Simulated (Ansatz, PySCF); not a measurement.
Ge(H)(Cl)2(vinyl) (C2H4Cl2Ge), SMILES C=[CH][GeH]([Cl])[Cl]. Atoms are numbered in the order given.

```xyz
9

Ge     0.1219    -0.3077    -0.3869
Cl     0.4363     1.8296    -0.4788
Cl     1.3111    -1.0949     1.2396
C     -1.7370    -0.6283    -0.0052
C     -2.6323     0.3591     0.1146
H      0.6818    -0.9161    -1.6741
H     -2.0405    -1.6754     0.1269
H     -3.6852     0.1515     0.3387
H     -2.3470     1.4110    -0.0024
```
Charge 0, spin multiplicity 1.

Coordinates come from a r2SCAN-D4/def2-SVP optimisation. The structure was generated by enumeration, and PubChem lists no compound with its InChIKey, so it may never have been made. Other conformers were not sampled.

Vertical ionisation energy (IE) and electron affinity (EA) in eV. Rows of orbital energies are one-electron estimates. Where ΔSCF, EOM or ADC give a negative EA the extra electron is unbound and the value depends on the basis.

```tsv
level	IE	EA
−ε(HOMO), −ε(LUMO), ωB97X/def2-TZVP (PySCF)	10.98	-0.93
−ε(HOMO), −ε(LUMO), PBE/def2-TZVP (PySCF)	7.38	2.20
ΔSCF, PBE0/def2-SVPD (Ansatz), final states of multiplicity 2 and 2	10.59	-0.33
ΔSCF, PBE/def2-SVPD (Ansatz), final states of multiplicity 2 and 2	10.15	-0.17
```

### Question
What vertical singlet–triplet gap does ΔSCF give with PBE0/def2-SVPD (Ansatz, an electronic-structure program) and with PBE/def2-SVPD (Ansatz)? (Estimate from the structure and the level; the computed values follow.)

### Answer
4.11 and 4.27 eV (triplet above singlet where positive).
